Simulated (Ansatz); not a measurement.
`[OH][GaH][OH]` + H₂ → `[OH][GaH2]` + H₂O at 700 K and 1 bar (hydrogenolysis of a Ga–O bond).

Calculated with Ansatz (gas phase, PBE0-D4/def2-TZVP geometries, no zero-point term in ΔE). CCSD(T)/CBS is the MP2 limit (def2-TZVPP, def2-QZVPP) plus CCSD(T) − MP2 in def2-TZVPP, frozen cores. This one scheme is used for every species. For Ga outer-core shells are correlated without core-valence functions, which leaves a few kJ/mol of doubt a bond. Scalar relativity is left out up to krypton. Each species was taken in one conformer, which may not be the lowest.

```csv
species,CCSD(T)/CBS energy (Eh),H − E (kJ/mol),S (J/(mol·K))
`[OH][GaH][OH]`,-2076.15156,141.5,370.6
H₂,-1.17544,46.8,155.3
`[OH][GaH2]`,-2000.92981,111.5,322.8
H₂O,-76.37941,80.5,218.4
```

H − E and S are ideal-gas, rigid-rotor, harmonic terms from PBE0-D4/def2-TZVP, for one conformer and one mirror image of each species. The MP2-based limit puts H₂ 0.8 mEh under its directly extrapolated value; such offsets cancel only in part. 1 Eh = 2625.50 kJ/mol, R = 8.31446 J/(mol·K).

Problem. By hand: ΔE, ΔH, ΔS and ΔG.

Solution. ΔE = (-2000.92981) + (-76.37941) − (-2076.15156) − (-1.17544) = 0.01778 Eh = 46.7 kJ/mol. Δ(H − E) = 111.5 + 80.5 − 141.5 − 46.8 = 3.7, so ΔH = 50.4 kJ/mol. ΔS = 322.8 + 218.4 − 370.6 − 155.3 = 15.3 J/(mol·K). ΔG = 50.4 − 700 × (15.3)/1000 = 39.7 kJ/mol.

Problem. By hand: the equilibrium constant, and the temperature at which ΔG would vanish if ΔH and ΔS stayed fixed.

Solution. log₁₀ K = −ΔG/(RT ln 10) = -3.0. ΔG = 0 at ΔH/ΔS = 3294 K, far beyond where these terms or the molecules hold.

ΔH outweighs TΔS. A doubt of 5 kJ/mol in ΔE shifts log₁₀ K by 0.4 here. Other conformers and mirror images would add mixing entropy, several J/(mol·K) or more a flexible species. These are equilibria of isolated gas molecules and say nothing of rates. Largest T1 diagnostic: 0.015 (customary marks: 0.02 for closed shells, 0.045 for open ones).
